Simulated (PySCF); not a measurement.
Job file and geometry (Å, from GFN2-xTB) of an NMR shielding run on SMILES OB(O)[Si@@H]([SiH3])P, BH8O2PSi2, PySCF 2.14.0, density-fitted response routines, GIAO PBE0/pcSseg-1 NMR shielding, non-relativistic, gas phase; density fitting, a coarse starting grid and PySCF grid level 2 are the driver's defaults:

```
$ OMP_NUM_THREADS=1 python probes_run.py task.json out

{"job": {"kind": "nmr", "xc": "PBE0", "basis": "pcSseg-1"}, "charge": 0, "multiplicity": 1}
O      1.676117    -1.775875    -0.823965
B      1.591163    -0.596191    -0.175233
O      2.716504    -0.120163     0.413542
Si    -0.186953     0.276561    -0.120132
Si    -1.984844    -0.936850     0.752776
P      0.126653     2.178032     1.113111
H      2.550195    -2.174832    -0.826337
H      2.655123     0.715109     0.878025
H     -0.633643     0.764006    -1.447701
H     -2.348703    -0.512262     2.110647
H     -1.701620    -2.371671     0.826511
H     -3.203690    -0.795428    -0.049465
H     -0.079232     3.053682     0.070083
H     -1.177748     2.295409     1.535997
```

Task: Write the output of this run.

Result: 
```
coarse grid: 13096 points
cycle   1  E = -1099.7485279777  dE =  4.511e-01  |g| = 8.311e-01  |ddm| = 3.294e+00
cycle   2  E = -1099.6216022186  dE =  1.269e-01  |g| = 1.187e+00  |ddm| = 1.507e+00
cycle   3  E = -1099.8715008542  dE = -2.499e-01  |g| = 6.209e-02  |ddm| = 9.831e-01
cycle   4  E = -1099.8722666867  dE = -7.658e-04  |g| = 2.292e-02  |ddm| = 8.092e-02
cycle   5  E = -1099.8723930305  dE = -1.263e-04  |g| = 7.587e-03  |ddm| = 3.441e-02
cycle   6  E = -1099.8724033130  dE = -1.028e-05  |g| = 3.079e-03  |ddm| = 7.486e-03
cycle   7  E = -1099.8724049365  dE = -1.623e-06  |g| = 5.524e-04  |ddm| = 2.980e-03
final grid: 112384 points
cycle   8  E = -1099.9237844248  dE = -2.791e-05  |g| = 6.734e-03  |ddm| = 2.189e-02
cycle   9  E = -1099.9237769656  dE =  7.459e-06  |g| = 9.389e-03  |ddm| = 1.013e-02
cycle  10  E = -1099.9237925481  dE = -1.558e-05  |g| = 4.506e-04  |ddm| = 5.800e-03
cycle  11  E = -1099.9237925889  dE = -4.077e-08  |g| = 1.482e-04  |ddm| = 7.232e-04
cycle  12  E = -1099.9237925945  dE = -5.638e-09  |g| = 2.200e-05  |ddm| = 2.356e-04
cycle  13  E = -1099.9237925946  dE = -1.287e-10  |g| = 9.305e-06  |ddm| = 4.565e-05
converged SCF energy = -1099.9237925946

GIAO shielding tensors (ppm)
atom      isotropic    diamagn.    paramagn.     s11        s22        s33       span
  0 O      192.394     386.715    -194.321     70.279    232.792    274.111    203.832
  1 B       69.744     197.946    -128.202     52.003     63.047     94.181     42.178
  2 O      172.884     387.464    -214.580      0.580    237.809    280.264    279.683
  3 Si     470.754     883.219    -412.464    439.808    461.278    511.177     71.370
  4 Si     456.141     880.302    -424.161    429.841    454.262    484.321     54.480
  5 P      629.882     968.769    -338.887    545.914    630.605    713.127    167.213
  6 H       26.832      29.367      -2.535     21.368     21.952     37.177     15.809
  7 H       25.642      32.347      -6.706     18.407     25.791     32.727     14.320
  8 H       27.616      30.820      -3.204     23.611     25.789     33.447      9.836
  9 H       28.332      29.476      -1.143     24.458     27.049     33.490      9.032
 10 H       28.004      28.971      -0.968     23.904     26.244     33.863      9.960
 11 H       28.047      29.113      -1.067     24.637     25.570     33.933      9.296
 12 H       30.548      31.153      -0.605     24.655     27.429     39.560     14.905
 13 H       30.825      31.365      -0.540     24.491     28.896     39.089     14.598
```

Size and cost of the density-fitted run: 163 basis functions, 21 s wall time on 1 thread of an Arm Neoverse V1, shared host; peak memory 0.74 GiB.
